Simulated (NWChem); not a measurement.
System: CH₅CdNS; SMILES C[S][Cd][NH2]

```xyz
9

Cd    -0.1074     0.5674    -0.0074
N      0.4851     2.5091     0.0224
H      0.1177     3.0005     0.8501
H      0.1265     3.0310    -0.7902
S     -0.5849    -1.7375     0.0104
C      1.0964    -2.4962    -0.0023
H      1.6684    -2.2368    -0.9138
H      0.9382    -3.5924     0.0056
H      1.6868    -2.2261     0.8942
```
Atoms are numbered in this order, from 1.

Program: NWChem. Medium grid unless said otherwise, to which SCAN and Minnesota functionals are sensitive. The geometry was optimised at PBE-D3(BJ)/def2-SVP. Not confirmed as a minimum by frequencies. def2 effective core potentials on Cd; no spin-orbit coupling.

Problem. Order these by “highest occupied level (eV)”, lowest first: B3LYP/def2-SVP; TPSS/def2-SVP; r2SCAN0/def2-SVP; M05-2X/def2-SVP.

Solution. M05-2X/def2-SVP (-7.57), r2SCAN0/def2-SVP (-6.55), B3LYP/def2-SVP (-6.12), TPSS/def2-SVP (-5.30)
